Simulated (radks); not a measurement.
Results of a calculation; reference values are marked as such.
Valence configurations of N II (all share [He]). Level of theory: scalar-relativistic Kohn-Sham, BLYP, spin-polarised, spherical densities, point nucleus; open shells are filled with parallel spins first (a radial shooting solver on a logarithmic mesh with Libxc functionals). Energies are relative to 2s2 2p2; eigenvalues in eV for spin up.

valence	E (eV)	moment (Bohr magnetons)	e(2p)	e(2s)
2s2 2p2	0.000	2	-21.915	-33.589
2s1.5 2p2.5	3.682	3	-22.221	-33.965
2s1 2p3	6.417	4	-22.409	-34.228
2s0.5 2p3.5	15.297	3	-22.378	-34.157
2p4	23.295	2	-22.163	-

NIST lists [He] 2s2 2p2 as the ground configuration; this level of theory agrees among the configurations tried. The energies are those of spherical high-spin densities, not of single terms.
